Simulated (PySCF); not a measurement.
First SCF of a structure search on doublet AsH₂, at a hand-made bent geometry. PySCF input:

```python
from pyscf import gto, scf, dft
mol = gto.M(atom='''
As     0.000000     0.000000     0.000000
H      1.253300     0.000000     0.877600
H     -1.253300     0.000000     0.877600''',
    basis={'As': 'def2-TZVP', 'H': 'def2-TZVP'},
    charge=0, spin=1)
mf = dft.UKS(mol, xc='PBE')
mf.grids.atom_grid = (50, 194)
aux = {'As': 'def2-universal-JKFIT', 'H': 'def2-universal-JKFIT'}
mf = mf.density_fit(auxbasis=aux)
mf.conv_tol = 1e-08
mf.diis_space = 10
mf.max_cycle = 60
mf.init_guess = 'minao'
mf.verbose = 4
mf.kernel()
```

Excerpt of the output (cycles alone):

```
init E= -2235.85172954799
cycle= 1 E= -2236.66790295626  delta_E= -0.816  |g|= 0.353  |ddm|= 1.01
cycle= 2 E= -2236.66944279482  delta_E= -0.00154  |g|= 0.354  |ddm|= 0.265
cycle= 3 E= -2236.68480924585  delta_E= -0.0154  |g|= 0.0222  |ddm|= 0.134
cycle= 4 E= -2236.68500517833  delta_E= -0.000196  |g|= 0.0079  |ddm|= 0.0437
cycle= 5 E= -2236.68504776111  delta_E= -4.26e-05  |g|= 0.00159  |ddm|= 0.0134
cycle= 6 E= -2236.68504998565  delta_E= -2.22e-06  |g|= 0.000325  |ddm|= 0.00245
cycle= 7 E= -2236.68505007409  delta_E= -8.84e-08  |g|= 7.16e-05  |ddm|= 0.000486
cycle= 8 E= -2236.68505008085  delta_E= -6.76e-09  |g|= 1.46e-05  |ddm|= 0.000176
Extra cycle  E= -2236.68505008115  delta_E= -2.97e-10  |g|= 7.76e-06  |ddm|= 4.27e-05
converged SCF energy = -2236.68505008115  <S^2> = 0.7533943  2S+1 = 2.0033914
```

No lower solution of this spin was found by a stability analysis within the unrestricted form.

The search for the lowest solution, with the stability check, took 5.5 s on 2 threads of a shared Arm Neoverse V1 host, with 60 basis functions; the process peaked at 0.24 GiB. Launch command: `OMP_NUM_THREADS=2 python axn.py task.json out`.
